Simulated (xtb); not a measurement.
In(F)(Br)(Me) (CH3BrFIn), SMILES [CH3][In]([F])[Br]. All values are semi-empirical tight-binding results from xtb (GFN2-xTB unless named), good for trends rather than for accurate numbers. Geometry optimised at GFN2-xTB. The structure was generated by enumeration; whether it is a known compound was not checked.

For metal compounds this method's bond lengths and energies can be far off.

| Item | Result |
|---|---|
| orbital gap | 2.92 eV |
| zero-point energy | 22.3 kcal/mol |
| G − E(el) at 298.15 K (modified RRHO) | 0.5 kcal/mol |
